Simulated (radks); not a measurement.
The numbers below are computed, except where a source is named.
Ionisation of neutral niobium, [Kr] 4d4 5s1, to Nb+, [Kr] 4d4, under several functionals. Scalar-relativistic Kohn-Sham, spin-unpolarised, spherical densities, finite nucleus; a radial shooting solver on a logarithmic mesh with Libxc functionals. Known Delta-SCF values: exchange-only PBE 6.159 eV; HCTH/407 6.590 eV; OLYP 6.235 eV. What does TASK exchange with Perdew-Wang LDA correlation give, and what is its highest occupied eigenvalue?

Answer. 5.742 eV by Delta-SCF; the 4d eigenvalue is -2.638 eV. NIST: 6.759 eV (measured).

Beside tabulated values, note that spin-unpolarised runs miss the spin-polarisation part of the exchange energy of open shells.
